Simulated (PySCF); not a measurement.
CH4AlBO (calculated)

Computed with PySCF 2.14.0. Calculation on a computer-drawn molecule: optimised geometry and harmonic frequencies of an isolated molecule of the commonest isotopes, restricted reference for singlets and unrestricted otherwise, frozen core in MP2.

## CH4AlBO

Start structure:
```xyz
8
CH4AlBO
C     -1.1989     2.1739    -0.2513
Al     0.7939     2.1935    -0.4106
B      2.0854     2.0458     1.1638
O      2.8813     1.9872     2.1502
H     -1.7373     2.2303    -1.2690
H     -1.6395     3.0396     0.3309
H     -1.5883     1.2782     0.2477
H      1.3959     2.2765    -1.7785
```

* charge: 0
* multiplicity: 1
* method: HF
* basis: cc-pV(D+d)Z
* rotational constants: 17.13, 2.463, 2.182 GHz
* total energy: -381.7239 hartree
* convergence status largest gradient component: 2.496e-05 hartree/bohr

Drawn bonds:
| atom | other atom | order |
| --- | --- | --- |
| 1 | 2 | 1 |
| 2 | 3 | 1 |
| 3 | 4 | 2 |
| 1 | 5 | 1 |
| 1 | 6 | 1 |
| 1 | 7 | 1 |
| 2 | 8 | 1 |

Optimised structure:
```xyz
8
CH4AlBO
C     -1.1906     2.1758    -0.2451
Al     0.7468     2.1905    -0.5119
B      2.0197     2.0576     1.2094
O      2.7203     1.9837     2.1675
H     -1.7482     2.2209    -1.1844
H     -1.5025     3.0262     0.3731
H     -1.5044     1.2730     0.2921
H      1.4514     2.2972    -1.9177
```

Modes:
| frequency (cm⁻¹) | reduced mass (dalton) |
| --- | --- |
| 37.52 | 1.053 |
| 123 | 3.906 |
| 268.3 | 3.279 |
| 349.5 | 4.995 |
| 428.9 | 1.429 |
| 447.4 | 9.308 |
| 633 | 1.392 |
| 674.9 | 2.778 |
| 710.4 | 1.331 |
| 808.3 | 1.308 |
| 1337 | 1.229 |
| 1538 | 1.051 |
| 1543 | 1.055 |
| 2010 | 1.044 |
| 2110 | 12.29 |
| 3146 | 1.037 |
| 3213 | 1.097 |
| 3245 | 1.1 |
